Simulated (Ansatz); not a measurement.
`CB/C=C/Br` + `[SbH3]` → `C[BH][SbH2]` + `C=CBr`  (formal exchange of groups at a B–C bond)

Computed with Ansatz on PBE0-D4/def2-TZVP structures; ΔE is electronic, products minus reactants. CCSD(T)/CBS is the MP2 limit (def2-TZVPP, def2-QZVPP) plus CCSD(T) − MP2 in def2-TZVPP, frozen cores. Elements past krypton have def2 core potentials. For Br, Sb outer-core shells are correlated without core-valence functions, which leaves a few kJ/mol of doubt a bond. Scalar relativity is left out up to krypton. One conformer a species, not always the lowest.

`CB/C=C/Br`:

Z-matrix (Å, degrees):
```
C
B 1 1.559
H 1 1.091 2 117.2
H 1 1.097 2 109.1 3 123.4
H 1 1.097 2 109.0 3 -123.1
C 2 1.546 1 125.3 3 0.4
H 2 1.201 1 117.6 3 -179.6
C 6 1.332 2 121.0 1 -0.2
H 6 1.087 2 121.0 1 179.8
Br 8 1.876 6 124.4 2 -180.0
H 8 1.083 6 123.9 2 0.0
```

`[SbH3]`:

Z-matrix (Å, degrees):
```
Sb
H 1 1.707
H 1 1.707 2 91.4
H 1 1.707 2 91.4 3 91.4
```

`C[BH][SbH2]`:

```xyz
9

C     1.149   -0.683   -0.185
B    -0.335   -0.341   -0.476
Sb   -1.721    0.535    1.031
H     1.733    0.046   -0.770
H     1.440   -1.660   -0.583
H     1.474   -0.596    0.853
H    -0.806   -0.607   -1.546
H    -2.365    1.706   -0.024
H    -0.569    1.598    1.700
```

`C=CBr`:

```xyz
6

C     0.465   -0.227    0.550
C    -0.193    0.184   -0.516
Br   -2.059    0.418   -0.554
H    -0.029   -0.460    1.484
H     1.542   -0.339    0.499
H     0.274    0.424   -1.462
```

```csv
species,CCSD/def2-TZVPP energy (Eh)
`CB/C=C/Br`,-2715.14150
`[SbH3]`,-241.35929
`C[BH][SbH2]`,-305.96937
`C=CBr`,-2650.52337
```

**Question.** Work out ΔE.

**Answer.** ΔE = (-305.96937) + (-2650.52337) − (-2715.14150) − (-241.35929) = 0.00805 Eh = +21.1 kJ/mol. CCSD(T)/CBS gives +17.1 kJ/mol.

Largest T1 diagnostic among the species: 0.014.
